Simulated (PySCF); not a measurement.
P- (phosphorus, charge -1) across methods

[Ne] 3s2 3p4, high-spin 3P determinant. Calculation: PySCF 2.14, in aug-cc-pV(Q+d)Z with one added diffuse shell each of s, p, d, f, g type (8s7p6d4f3g, 114 functions); no relativity, point nucleus.

```tsv
method	E (hartree)	mean ε 3s β (eV)	mean ε 3p α (eV)	mean ε 3p β (eV)	Σ⟨r²⟩ (bohr²)	⟨S²⟩
UHF	-340.70702	-9.581	-2.916	-0.637	51.06	2.036
wB97X-V	-341.2399	-9.453	-2.283	-0.991	49.68	2.009
PBE0	-341.1725	-6.916	-0.372	0.957	53.46	2.021
PBE	-341.1443	-5.884	0.395	1.530	61.39	2.046
LDA	-340.0367	-6.096	0.347	1.498	60.51	2.041
wB97M-V	-341.2802	-9.561	-2.157	-0.834	51.70	2.010
r2SCAN	-341.2759	-5.806	0.176	1.490	58.29	2.058
revPBE	-341.2412	-5.822	0.393	1.529	62.46	2.050
```

The highest occupied level is positive at PBE0, PBE, LDA, r2SCAN, revPBE: only the finite basis holds that electron, which in a density functional comes from self-interaction.
